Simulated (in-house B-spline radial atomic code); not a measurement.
## Ni VI (Ni5+): [Ne] 3s2 3p5 3d6 (an excited or competing configuration)

Computed with a radial B-spline atomic code at the basis-set limit: non-relativistic B3LYP, spin-polarised, spherical fractional occupations, exact exchange averaged over the configuration, point nucleus.

Screening seen three ways: the hydrogenic charge with the same mean radius, Z_r = [3n² - l(l+1)]/(2<r>), the one with the same energy, Z_e = n√(-2ε), and Slater's rules. Values are occupation-weighted means over spin.

```json
{"shell": "1s", "electrons": "2", "ε (eV)": "-8257.5", "<r> (bohr)": "0.05483", "Z_r": "27.36", "Z_e": "24.64", "Slater": "27.70"}
{"shell": "2s", "electrons": "2", "ε (eV)": "-1070.3", "<r> (bohr)": "0.2479", "Z_r": "24.20", "Z_e": "17.74", "Slater": "23.85"}
{"shell": "2p", "electrons": "6", "ε (eV)": "-946", "<r> (bohr)": "0.2164", "Z_r": "23.10", "Z_e": "16.68", "Slater": "23.85"}
{"shell": "3s", "electrons": "2", "ε (eV)": "-199.28", "<r> (bohr)": "0.7289", "Z_r": "18.52", "Z_e": "11.48", "Slater": "17.10"}
{"shell": "3p", "electrons": "5", "ε (eV)": "-161.36", "<r> (bohr)": "0.747", "Z_r": "16.73", "Z_e": "10.33", "Slater": "17.10"}
{"shell": "3d", "electrons": "6", "ε (eV)": "-97.789", "<r> (bohr)": "0.787", "Z_r": "13.34", "Z_e": "8.04", "Slater": "9.25"}
```

The least bound orbital is 3d down at -91.52 eV, and it is also the most diffuse (<r> = 0.8069 bohr).
